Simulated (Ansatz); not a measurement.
Basis sets compared for the cluster Li₁₄⁺. The state is a doublet with charge 1. Geometry PBE/def2-SVP. Ansatz on 4 threads of Intel Xeon 6975P-C on a shared host; times are rough, and most runs start from earlier orbitals.

Cartesian coordinates in Å:
```
Li -1.627 -0.181 -2.836
Li 1.496 -0.561 3.439
Li -1.768 2.795 -1.805
Li -1.262 -2.062 2.973
Li 0.139 -0.910 1.034
Li 1.465 -3.131 1.561
Li 0.825 1.656 -3.399
Li -0.207 1.834 1.735
Li 1.165 3.502 -0.819
Li 2.436 0.596 0.453
Li -0.028 0.998 -0.957
Li -2.448 -0.005 0.261
Li 1.074 -1.522 -1.637
Li -1.261 -3.009 -0.003
```

Another isomer (doublet) lies 0.06 eV lower at PBE0/def2-TZVP; other spin states weren't run for this one.

```tsv
level	functions	energy (Eh)	HOMO (eV)	LUMO (eV)	wall time
PBE/def2-SVP	126	-104.7723	-5.56	-5.20	4 s
PBE0/def2-SVP	126	-104.8275	-5.96	-4.70	12 s
```

(1) Estimate the rows for PBE/def2-TZVP (with forces), PBE0/def2-TZVP.

## Answers

(1) 
```json
{"level": "PBE/def2-TZVP (with forces)", "functions": "196", "energy (Eh)": "-104.8619", "HOMO (eV)": "-5.64", "LUMO (eV)": "-5.26", "wall time": "3.8 s"}
{"level": "PBE0/def2-TZVP", "functions": "196", "energy (Eh)": "-104.9164", "HOMO (eV)": "-6.05", "LUMO (eV)": "-4.77", "wall time": "7.5 s"}
```
